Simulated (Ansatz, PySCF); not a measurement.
Breaking the Zn1–H2 bond in H2Zn (SMILES [ZnH2]) (multiplicity 1 held, fragments rigid). Energies count from the point at 1.544 Å.
Geometry at that point (charge 0, multiplicity 1):
```xyz
3

Zn     0.00000     0.00000     0.00000
H      0.00000     0.00000     1.54405
H      0.00000     0.00000    -1.54405
```

Restricted levels (R-, RO-) in cc, def2 and unpolarised 6-31G sets keep to the state of the molecule at rest.

Correlated levels freeze the cores. Rows in LANL2DZ carry no dispersion term and start afresh at each structure. LANL2DZ brings its own core potentials from Na on.

The values were computed with Ansatz (a first-principles code); PySCF for LANL2DZ rows. Each number belongs to the level named beside it.

Q: One of these levels gives 92.49 kcal/mol for the energy at R = 4.941 Å. Which one is it?
(A) R-PBE/def2-TZVPP
(B) R-MP2/def2-TZVPP
(C) R-HF/def2-TZVPP
(D) R-BP86/LANL2DZ

A: D, R-BP86/LANL2DZ. The others give 137.50 (R-HF/def2-TZVPP), 101.70 (R-PBE/def2-TZVPP), 119.98 (R-MP2/def2-TZVPP)

Doubts at one or more of the structures used: a restricted determinant that unrestricted orbitals would lower (R-HF/def2-TZVPP, R-PBE/def2-TZVPP, R-BP86/LANL2DZ, R-MP2/def2-TZVPP).
